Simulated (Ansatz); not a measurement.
A short molecular-dynamics run on `C=C[CH2][SnH2][F]`.

```yaml
crystal:
  periodic: [false, false, false]
  atoms:
    - {symbol: C, position_ang: [-1.413363, -1.547368, 0.367198]}
    - {symbol: C, position_ang: [-0.448320, -0.732141, 0.777695]}
    - {symbol: C, position_ang: [0.793280, -0.430586, 0.025321]}
    - {symbol: Sn, position_ang: [0.718973, 1.567942, -0.762539]}
    - {symbol: F, position_ang: [0.539941, 2.655710, 0.824202]}
    - {symbol: H, position_ang: [-1.342382, -2.086526, -0.572735]}
    - {symbol: H, position_ang: [-2.306431, -1.705346, 0.959217]}
    - {symbol: H, position_ang: [-0.566597, -0.211383, 1.725520]}
    - {symbol: H, position_ang: [1.678517, -0.459800, 0.665284]}
    - {symbol: H, position_ang: [0.944847, -1.117570, -0.810591]}
    - {symbol: H, position_ang: [-0.684741, 1.894611, -1.673036]}
    - {symbol: H, position_ang: [2.163176, 2.117355, -1.491338]}
basis:
  gaussian: {orbitals: def2-SVP}
hamiltonian: {xc: {name: revPBE}, dispersion: d3bjatm}
md: {timestep: 0.5 fs, n_steps: 50, ensemble: nvt_langevin, temperature: 500, initial_velocities: maxwell_boltzmann, friction: 0.01, seed: 181}
```

```sh
$ ansatz run in.yaml --threads 4 --pin off --events-out ev --progress --plain --max-ram 10444MiB
```

| step | time (fs) | potential energy (eV) | kinetic (eV) | T (K) | conserved (eV) |
| --- | --- | --- | --- | --- | --- |
| 0 | 0.0 | -11768.3556 | 0.7109 | 458 | – |
| 1 | 0.5 | -11768.3320 | 0.7325 | 472 | – |
| 2 | 1.0 | -11768.2996 | 0.7170 | 462 | – |
| 3 | 1.5 | -11768.2686 | 0.6448 | 416 | – |
| 4 | 2.0 | -11768.2474 | 0.6197 | 399 | – |
| 5 | 2.5 | -11768.2368 | 0.6252 | 403 | – |
| 6 | 3.0 | -11768.2307 | 0.6215 | 401 | – |
| 7 | 3.5 | -11768.2172 | 0.6316 | 407 | – |
| 8 | 4.0 | -11768.1896 | 0.5899 | 380 | – |
| 9 | 4.5 | -11768.1488 | 0.5470 | 353 | – |
| 10 | 5.0 | -11768.1008 | 0.5040 | 325 | – |
| 11 | 5.5 | -11768.0532 | 0.4351 | 281 | – |
| 12 | 6.0 | -11768.0111 | 0.4089 | 264 | – |
| 13 | 6.5 | -11767.9793 | 0.3941 | 254 | – |
| 14 | 7.0 | -11767.9638 | 0.3983 | 257 | – |
| 15 | 7.5 | -11767.9653 | 0.3842 | 248 | – |
| 16 | 8.0 | -11767.9813 | 0.3878 | 250 | – |
| 17 | 8.5 | -11768.0066 | 0.4315 | 278 | – |
| 18 | 9.0 | -11768.0353 | 0.4693 | 303 | – |
| 19 | 9.5 | -11768.0611 | 0.4908 | 316 | – |
| 20 | 10.0 | -11768.0825 | 0.5082 | 328 | – |
| 21 | 10.5 | -11768.0957 | 0.5086 | 328 | – |
| 22 | 11.0 | -11768.0975 | 0.4875 | 314 | – |
| 23 | 11.5 | -11768.0918 | 0.4684 | 302 | – |
| 24 | 12.0 | -11768.0844 | 0.4597 | 296 | – |
| 25 | 12.5 | -11768.0760 | 0.4577 | 295 | – |
| 26 | 13.0 | -11768.0672 | 0.4644 | 299 | – |
| 27 | 13.5 | -11768.0585 | 0.4877 | 314 | – |
| 28 | 14.0 | -11768.0486 | 0.4924 | 317 | – |
| 29 | 14.5 | -11768.0342 | 0.4784 | 308 | – |
| 30 | 15.0 | -11768.0129 | 0.4644 | 299 | – |
| 31 | 15.5 | -11767.9851 | 0.4559 | 294 | – |
| 32 | 16.0 | -11767.9504 | 0.4080 | 263 | – |
| 33 | 16.5 | -11767.9144 | 0.4017 | 259 | – |
| 34 | 17.0 | -11767.8867 | 0.3754 | 242 | – |
| 35 | 17.5 | -11767.8732 | 0.3751 | 242 | – |
| 36 | 18.0 | -11767.8767 | 0.3840 | 248 | – |
| 37 | 18.5 | -11767.8969 | 0.4395 | 283 | – |
| 38 | 19.0 | -11767.9287 | 0.4634 | 299 | – |
| 39 | 19.5 | -11767.9666 | 0.5227 | 337 | – |
| 40 | 20.0 | -11768.0030 | 0.5649 | 364 | – |
| 41 | 20.5 | -11768.0316 | 0.6060 | 391 | – |
| 42 | 21.0 | -11768.0484 | 0.6302 | 406 | – |
| 43 | 21.5 | -11768.0552 | 0.6411 | 413 | – |
| 44 | 22.0 | -11768.0545 | 0.6119 | 394 | – |
| 45 | 22.5 | -11768.0521 | 0.6007 | 387 | – |
| 46 | 23.0 | -11768.0538 | 0.6083 | 392 | – |
| 47 | 23.5 | -11768.0569 | 0.6074 | 392 | – |
| 48 | 24.0 | -11768.0585 | 0.6135 | 396 | – |
| 49 | 24.5 | -11768.0557 | 0.5963 | 384 | – |
| 50 | 25.0 | -11768.0481 | 0.5759 | 371 | – |

Velocities are drawn at the set temperature; a run this short doesn't reach equilibrium.

Frames (Å, forces in eV/Å):

```xyz
12
time=0.0 fs
C    -1.413   -1.547    0.367   -0.548   -0.431   -0.192
C    -0.448   -0.732    0.778    0.611    0.392    0.114
C     0.793   -0.431    0.025   -0.091   -0.089    0.061
Sn    0.719    1.568   -0.763    0.091   -0.200   -0.677
F     0.540    2.656    0.824   -0.109    0.625    0.905
H    -1.342   -2.087   -0.573    0.027   -0.307   -0.530
H    -2.306   -1.705    0.959   -0.531   -0.105    0.335
H    -0.567   -0.211    1.726   -0.054    0.307    0.519
H     1.679   -0.460    0.665    0.483    0.015    0.307
H     0.945   -1.118   -0.811    0.102   -0.343   -0.440
H    -0.685    1.895   -1.673   -0.307    0.035   -0.216
H     2.163    2.117   -1.491    0.326    0.099   -0.186
12
time=1.5 fs
C    -1.417   -1.535    0.362    0.123    0.267    0.464
C    -0.449   -0.729    0.777    0.602    0.400    0.232
C     0.794   -0.450    0.031    0.295    0.214    0.071
Sn    0.717    1.568   -0.763    0.434   -0.236   -0.590
F     0.551    2.660    0.825   -0.128    0.569    0.876
H    -1.245   -2.036   -0.546   -0.134   -1.128   -1.738
H    -2.298   -1.717    0.933   -1.079   -0.226    0.575
H    -0.547   -0.209    1.717   -0.137    0.493    0.828
H     1.685   -0.453    0.680    0.202   -0.049    0.089
H     0.946   -1.137   -0.806    0.143   -0.334   -0.400
H    -0.708    1.870   -1.638   -0.348    0.067   -0.290
H     2.187    2.158   -1.465    0.027   -0.037   -0.115
12
time=3.0 fs
C    -1.421   -1.524    0.360    0.308   -0.083   -0.090
C    -0.449   -0.724    0.777    0.465    0.652    0.901
C     0.793   -0.468    0.037    0.927    0.246   -0.100
Sn    0.716    1.567   -0.762    0.692   -0.201   -0.557
F     0.562    2.664    0.828   -0.137    0.497    0.814
H    -1.150   -2.006   -0.555   -0.544   -0.971   -1.176
H    -2.311   -1.732    0.920   -0.845   -0.207    0.310
H    -0.526   -0.195    1.725   -0.166    0.341    0.533
H     1.698   -0.451    0.698   -0.249   -0.122   -0.263
H     0.943   -1.165   -0.809    0.126   -0.049   -0.037
H    -0.737    1.849   -1.606   -0.282    0.075   -0.295
H     2.217    2.190   -1.444   -0.294   -0.178   -0.040
12
time=4.5 fs
C    -1.424   -1.513    0.358    0.216   -1.016   -1.113
C    -0.451   -0.717    0.779    0.444    0.919    1.575
C     0.794   -0.486    0.045    1.374    0.188   -0.424
Sn    0.715    1.567   -0.762    0.736   -0.142   -0.590
F     0.572    2.667    0.833   -0.135    0.416    0.726
H    -1.064   -1.999   -0.585   -1.256   -0.339    0.225
H    -2.339   -1.751    0.914   -0.091   -0.034   -0.222
H    -0.508   -0.181    1.743   -0.204    0.103    0.063
H     1.708   -0.456    0.713   -0.528   -0.171   -0.466
H     0.944   -1.200   -0.813    0.057    0.319    0.400
H    -0.778    1.829   -1.580   -0.047    0.051   -0.199
H     2.243    2.217   -1.436   -0.568   -0.295    0.026
12
time=6.0 fs
C    -1.426   -1.505    0.355    0.044   -1.636   -1.522
C    -0.453   -0.711    0.783    0.438    0.960    1.837
C     0.798   -0.503    0.053    1.318    0.284   -0.604
Sn    0.714    1.567   -0.761    0.651   -0.102   -0.562
F     0.581    2.672    0.840   -0.130    0.317    0.595
H    -1.004   -2.005   -0.606   -1.750    0.073    1.044
H    -2.368   -1.773    0.905    0.637    0.205   -0.639
H    -0.490   -0.168    1.755   -0.281   -0.037   -0.206
H     1.707   -0.477    0.721   -0.441   -0.138   -0.406
H     0.946   -1.223   -0.805    0.019    0.409    0.487
H    -0.822    1.807   -1.559    0.229    0.025   -0.080
H     2.258    2.237   -1.433   -0.734   -0.360    0.057
12
time=7.5 fs
C    -1.426   -1.501    0.349   -0.230   -1.680   -1.182
C    -0.454   -0.703    0.790    0.364    0.723    1.730
C     0.805   -0.522    0.061    0.916    0.784   -0.379
Sn    0.713    1.567   -0.760    0.518   -0.119   -0.418
F     0.589    2.676    0.848   -0.127    0.205    0.451
H    -0.989   -2.007   -0.606   -1.775    0.147    1.083
H    -2.391   -1.793    0.889    1.131    0.417   -0.846
H    -0.473   -0.158    1.767   -0.373   -0.111   -0.343
H     1.698   -0.501    0.729   -0.133   -0.079   -0.204
H     0.951   -1.232   -0.782    0.046    0.073    0.077
H    -0.859    1.782   -1.536    0.430    0.015   -0.005
H     2.255    2.257   -1.427   -0.767   -0.375    0.035
12
time=9.0 fs
C    -1.425   -1.500    0.341   -0.349   -1.046   -0.256
C    -0.456   -0.693    0.801    0.250    0.084    0.934
C     0.814   -0.539    0.067    0.169    1.440    0.043
Sn    0.713    1.568   -0.759    0.355   -0.171   -0.216
F     0.596    2.680    0.857   -0.132    0.089    0.307
H    -1.018   -2.004   -0.586   -1.300   -0.120    0.397
H    -2.398   -1.804    0.859    1.130    0.505   -0.727
H    -0.465   -0.148    1.766   -0.443    0.010   -0.085
H     1.685   -0.523    0.732    0.362   -0.007    0.144
H     0.961   -1.235   -0.753    0.084   -0.457   -0.553
H    -0.883    1.761   -1.520    0.547    0.013    0.043
H     2.235    2.277   -1.419   -0.673   -0.342   -0.031
12
time=10.5 fs
C    -1.424   -1.501    0.333   -0.008    0.144    0.874
C    -0.458   -0.681    0.816    0.070   -0.712   -0.101
C     0.824   -0.553    0.071   -0.465    1.834    0.348
Sn    0.713    1.568   -0.758    0.198   -0.280    0.056
F     0.602    2.684    0.866   -0.134   -0.010    0.192
H    -1.074   -2.000   -0.563   -0.503   -0.611   -0.757
H    -2.385   -1.807    0.810    0.448    0.417   -0.197
H    -0.469   -0.129    1.766   -0.455    0.105    0.144
H     1.676   -0.551    0.742    0.728    0.077    0.386
H     0.979   -1.245   -0.737    0.032   -0.721   -0.843
H    -0.891    1.752   -1.503    0.547    0.008    0.038
H     2.202    2.290   -1.410   -0.457   -0.253   -0.140
12
time=12.0 fs
C    -1.422   -1.500    0.328    0.731    1.116    1.351
C    -0.461   -0.669    0.828    0.030   -1.204   -0.729
C     0.834   -0.564    0.074   -0.807    1.709    0.171
Sn    0.713    1.569   -0.757    0.034   -0.440    0.345
F     0.606    2.686    0.875   -0.131   -0.094    0.086
H    -1.136   -2.003   -0.559    0.135   -0.870   -1.496
H    -2.368   -1.797    0.757   -0.658    0.201    0.527
H    -0.480   -0.105    1.775   -0.427   -0.003    0.012
H     1.674   -0.579    0.753    0.907    0.137    0.493
H     0.996   -1.271   -0.735   -0.120   -0.437   -0.511
H    -0.888    1.747   -1.490    0.479    0.005    0.015
H     2.162    2.296   -1.409   -0.173   -0.123   -0.263
12
time=13.5 fs
C    -1.419   -1.496    0.324    1.459    1.200    0.715
C    -0.463   -0.658    0.839    0.082   -1.485   -1.097
C     0.845   -0.573    0.077   -0.608    1.342    0.123
Sn    0.714    1.570   -0.757   -0.158   -0.636    0.625
F     0.610    2.688    0.883   -0.129   -0.172   -0.017
H    -1.195   -2.024   -0.584    0.360   -0.425   -0.956
H    -2.362   -1.778    0.714   -1.465    0.074    1.041
H    -0.493   -0.077    1.787   -0.379   -0.215   -0.289
H     1.691   -0.602    0.767    0.569    0.174    0.201
H     1.006   -1.308   -0.739   -0.274    0.095    0.062
H    -0.880    1.741   -1.485    0.390    0.008   -0.006
H     2.125    2.296   -1.410    0.154    0.040   -0.403
12
time=15.0 fs
C    -1.413   -1.490    0.323    0.662    0.273   -0.151
C    -0.464   -0.650    0.850    0.319   -1.526   -1.295
C     0.858   -0.581    0.080   -0.336    1.011    0.238
Sn    0.715    1.571   -0.757   -0.359   -0.855    0.920
F     0.615    2.689    0.891   -0.128   -0.240   -0.121
H    -1.246   -2.055   -0.627    0.419    0.398    0.303
H    -2.386   -1.762    0.695   -0.816    0.323    0.883
H    -0.512   -0.056    1.800   -0.301   -0.393   -0.548
H     1.713   -0.623    0.791    0.096    0.190   -0.243
H     1.008   -1.342   -0.746   -0.341    0.585    0.588
H    -0.867    1.734   -1.487    0.275    0.011   -0.024
H     2.085    2.297   -1.419    0.509    0.223   -0.552
12
time=16.5 fs
C    -1.406   -1.479    0.323   -1.019   -0.608   -0.366
C    -0.463   -0.646    0.859    0.600   -1.499   -1.530
C     0.871   -0.587    0.083   -0.067    0.895    0.698
Sn    0.717    1.573   -0.757   -0.298   -0.996    1.193
F     0.620    2.689    0.900   -0.119   -0.302   -0.222
H    -1.288   -2.071   -0.657    0.534    0.870    1.039
H    -2.432   -1.742    0.695    0.563    0.677    0.413
H    -0.535   -0.049    1.803   -0.209   -0.374   -0.514
H     1.739   -0.644    0.816   -0.451    0.216   -0.756
H     0.996   -1.364   -0.744   -0.279    0.775    0.763
H    -0.842    1.733   -1.487    0.031    0.020   -0.095
H     2.052    2.304   -1.441    0.713    0.326   -0.623
12
time=18.0 fs
C    -1.401   -1.467    0.320   -2.092   -0.836   -0.118
C    -0.461   -0.646    0.866    0.814   -1.389   -1.698
C     0.883   -0.590    0.086   -0.207    1.150    1.263
Sn    0.719    1.574   -0.757   -0.110   -1.041    1.362
F     0.625    2.687    0.908   -0.103   -0.355   -0.340
H    -1.311   -2.062   -0.662    0.605    0.877    1.096
H    -2.467   -1.703    0.706    1.403    0.771    0.069
H    -0.560   -0.045    1.800   -0.111   -0.304   -0.395
H     1.757   -0.660    0.824   -0.605    0.252   -0.885
H     0.980   -1.366   -0.721   -0.151    0.498    0.396
H    -0.818    1.731   -1.495   -0.198    0.030   -0.150
H     2.027    2.308   -1.484    0.754    0.348   -0.599
12
time=19.5 fs
C    -1.400   -1.457    0.316   -2.286   -0.377    0.525
C    -0.457   -0.647    0.868    0.937   -1.282   -1.818
C     0.896   -0.592    0.092   -0.906    1.680    1.483
Sn    0.721    1.574   -0.757    0.225   -0.931    1.339
F     0.630    2.686    0.917   -0.082   -0.401   -0.465
H    -1.312   -2.034   -0.644    0.607    0.432    0.493
H    -2.474   -1.645    0.714    1.503    0.623   -0.073
H    -0.591   -0.040    1.785   -0.004   -0.189   -0.190
H     1.762   -0.673    0.801   -0.165    0.256   -0.427
H     0.964   -1.354   -0.694   -0.033   -0.077   -0.285
H    -0.799    1.729   -1.511   -0.339    0.034   -0.162
H     2.014    2.317   -1.545    0.545    0.233   -0.421
12
time=21.0 fs
C    -1.403   -1.448    0.310   -1.642    0.506    1.273
C    -0.453   -0.653    0.868    1.049   -1.184   -1.901
C     0.908   -0.594    0.102   -1.944    1.961    1.021
Sn    0.723    1.574   -0.757    0.588   -0.741    1.182
F     0.634    2.684    0.925   -0.059   -0.437   -0.589
H    -1.301   -1.997   -0.620    0.559   -0.274   -0.490
H    -2.452   -1.566    0.718    0.826    0.298    0.017
H    -0.622   -0.040    1.765    0.082   -0.022    0.080
H     1.763   -0.680    0.764    0.706    0.203    0.392
H     0.949   -1.346   -0.675    0.027   -0.392   -0.701
H    -0.785    1.726   -1.528   -0.408    0.036   -0.145
H     2.010    2.325   -1.617    0.216    0.045   -0.139
12
time=22.5 fs
C    -1.410   -1.437    0.307   -0.405    0.970    1.215
C    -0.448   -0.660    0.864    1.086   -0.869   -1.620
C     0.917   -0.593    0.114   -2.727    1.898    0.337
Sn    0.726    1.573   -0.756    0.846   -0.532    0.982
F     0.638    2.681    0.934   -0.036   -0.463   -0.708
H    -1.282   -1.975   -0.611    0.392   -0.628   -0.892
H    -2.417   -1.483    0.723   -0.350   -0.014    0.271
H    -0.655   -0.038    1.747    0.217    0.005    0.121
H     1.774   -0.682    0.733    1.377    0.128    0.990
H     0.931   -1.338   -0.670    0.096   -0.393   -0.753
H    -0.778    1.721   -1.544   -0.406    0.032   -0.100
H     2.009    2.334   -1.690   -0.089   -0.135    0.156
12
time=24.0 fs
C    -1.416   -1.428    0.307    0.561    0.661    0.304
C    -0.442   -0.670    0.856    1.095   -0.227   -0.854
C     0.924   -0.589    0.129   -2.461    1.205   -0.295
Sn    0.729    1.572   -0.755    0.999   -0.337    0.793
F     0.642    2.679    0.942   -0.019   -0.475   -0.807
H    -1.254   -1.975   -0.615    0.044   -0.455   -0.434
H    -2.393   -1.403    0.737   -1.193   -0.208    0.398
H    -0.689   -0.036    1.735    0.429   -0.152   -0.127
H     1.808   -0.685    0.725    1.023    0.116    0.809
H     0.913   -1.336   -0.685    0.209    0.135   -0.170
H    -0.773    1.718   -1.561   -0.362    0.022   -0.037
H     2.009    2.339   -1.758   -0.324   -0.284    0.420
12
time=25.0 fs
C    -1.419   -1.421    0.309    0.760    0.258   -0.332
C    -0.437   -0.677    0.850    1.096    0.109   -0.409
C     0.926   -0.587    0.141   -1.707    0.793   -0.365
Sn    0.731    1.571   -0.755    1.021   -0.225    0.690
F     0.644    2.678    0.946   -0.009   -0.482   -0.865
H    -1.236   -1.984   -0.621   -0.232   -0.182    0.071
H    -2.388   -1.351    0.749   -1.284   -0.306    0.305
H    -0.702   -0.042    1.728    0.529   -0.165   -0.185
H     1.841   -0.689    0.730    0.278    0.166    0.372
H     0.906   -1.330   -0.696    0.280    0.379    0.143
H    -0.772    1.718   -1.572   -0.308    0.010    0.015
H     2.006    2.342   -1.799   -0.425   -0.356    0.560
```

Hardware: 4 threads of an Arm Neoverse V2 on a shared host. Wall time 65 s, peak host memory 0.16 GiB.
